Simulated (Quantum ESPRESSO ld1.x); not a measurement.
The numbers below are computed, except where a source is named.
All-electron atom: Be IV in 1s0.75 2p0.25 (fractional occupations, a model configuration). Code: ld1.x of Quantum ESPRESSO 7.5. Model: non-relativistic Kohn-Sham, revPBE, spin-unpolarised, spherical densities, point nucleus; without spin polarisation the odd electron is poorly described.

Radial electron density D(r) = 4 pi r^2 rho(r):

r (bohr)  D(r) (e/bohr)
0.03578          0.1866
0.04301          0.2544
0.05212          0.3469
0.06315          0.4659
0.07651          0.6139
0.09197          0.7829
0.1114           0.9822
0.135             1.192
0.1636            1.391
0.1967            1.541
0.2383            1.622
0.2887            1.594
0.3498            1.447
0.4205            1.209
0.5095           0.9105
0.6174           0.6252
0.748            0.4081
0.8992           0.2809
1.089            0.2123
1.32             0.1713
1.6              0.1300
1.923           0.08554
2.33            0.04410
2.823           0.01693
3.42           0.004498
4.111         0.0008297

D(r) has 1 maximum, at r = 0.252 bohr.
